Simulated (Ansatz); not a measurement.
Consider the formal exchange of groups at a C–Si bond: `C[Si](O)(F)[SiH3]` + `[SiH3][AlH][SnH3]` → `C[SiH2][AlH][SnH3]` + `O[SiH](F)[SiH3]`.

Computed with Ansatz on PBE0-D4/def2-TZVP structures; ΔE is electronic, products minus reactants. CBS: MP2 limit from def2 TZ/QZ plus the TZ coupled-cluster correction, frozen cores. Functionals use def2-TZVPP. Elements past krypton have def2 core potentials. For Sn outer-core shells are correlated without core-valence functions, which leaves a few kJ/mol of doubt a bond. One conformer a species, not always the lowest.

```tsv
level	ΔE (eV)
PBE0	0.18
MP2/def2-TZVPP	0.16
```

Task: What does CCSD(T)/CBS give? (Best estimate.)

Result: The calculation gave: +0.17 eV. The listed levels differ from it by 0.01, -0.01 eV.

Largest T1 diagnostic among the species: 0.014.
